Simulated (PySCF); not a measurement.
**Electron correlation in Bi⁺ (bismuth, charge +1)**

[Xe] 4f14 5d10 6s2 6p1 6d1, one real determinant (an excited configuration). Calculation: PySCF 2.14, in aug-cc-pwCVTZ-PP with ECP60MDF (8s7p6d4f1g, 96 functions); scalar relativity through the core potential. Frozen: 5s2 5p6 5d10; 4 electrons correlated.

```csv
level,correlation energy (mhartree)
CCSD,-64.02
(T),-6.01
CCSD(T),-70.03
```

Diagnostics: T1 = 0.041, D1 = 0.1140, largest double amplitude 0.346.

The real determinant used has ⟨L²⟩ near 8 against 12 for a pure F term, so it mixes terms. Spin-orbit coupling, absent here, splits the open shell strongly. The outer electron is Rydberg-like, and this basis confines it to a smaller radius and binds it less than a complete one would. T1 exceeds 0.03, a sign that the reference determinant is poor. A double-excitation amplitude exceeds 0.15, a sign of near-degeneracy.

Cost of the coupled-cluster step: about 17 core-seconds, for 4 correlated electrons.

Iterations:

```
CC2 = 0
CCSD nocc = (np.int64(3), np.int64(1)), nmo = (87, 87)
frozen orbitals [[0, 1, 2, 3, 4, 5, 6, 7, 8], [0, 1, 2, 3, 4, 5, 6, 7, 8]]
max_cycle = 100
direct = 0
conv_tol = 1e-08
conv_tol_normt = 1e-06
diis_space = 8
diis_start_cycle = 0
Init t2, MP2 energy = -0.0429283263227439
Init E_corr(UCCSD) = -0.0429283263272636
cycle = 1  E_corr(UCCSD) = -0.0512969787416301  dE = -0.00836865241  norm(t1,t2) = 0.0668201
cycle = 2  E_corr(UCCSD) = -0.054430022147321  dE = -0.00313304341  norm(t1,t2) = 0.0468876
cycle = 3  E_corr(UCCSD) = -0.0600378374025421  dE = -0.00560781526  norm(t1,t2) = 0.0382482
cycle = 4  E_corr(UCCSD) = -0.0618515321092141  dE = -0.00181369471  norm(t1,t2) = 0.021405
cycle = 5  E_corr(UCCSD) = -0.063052284742386  dE = -0.00120075263  norm(t1,t2) = 0.0116928
cycle = 6  E_corr(UCCSD) = -0.0621480454999272  dE = 0.000904239242  norm(t1,t2) = 0.00953374
cycle = 7  E_corr(UCCSD) = -0.0641731549386301  dE = -0.00202510944  norm(t1,t2) = 0.00870255
cycle = 8  E_corr(UCCSD) = -0.063510917487943  dE = 0.000662237451  norm(t1,t2) = 0.00414004
cycle = 9  E_corr(UCCSD) = -0.0640217442562653  dE = -0.000510826768  norm(t1,t2) = 0.00244961
cycle = 10  E_corr(UCCSD) = -0.064007826634718  dE = 1.39176215e-05  norm(t1,t2) = 0.00044218
cycle = 11  E_corr(UCCSD) = -0.0640236709346036  dE = -1.58442999e-05  norm(t1,t2) = 9.81053e-05
cycle = 12  E_corr(UCCSD) = -0.0640207544875881  dE = 2.91644702e-06  norm(t1,t2) = 2.62404e-05
cycle = 13  E_corr(UCCSD) = -0.0640209945675885  dE = -2.4008e-07  norm(t1,t2) = 4.09976e-06
cycle = 14  E_corr(UCCSD) = -0.0640208634326899  dE = 1.31134899e-07  norm(t1,t2) = 1.35608e-06
cycle = 15  E_corr(UCCSD) = -0.0640208649058912  dE = -1.47320135e-09  norm(t1,t2) = 2.0814e-07
UCCSD converged
E(UCCSD) = -213.0224408501213  E_corr = -0.06402086490589123
UCCSD(T) correction = -0.0060110201441789
```

The reference is one real determinant that mixes LS terms of this configuration.
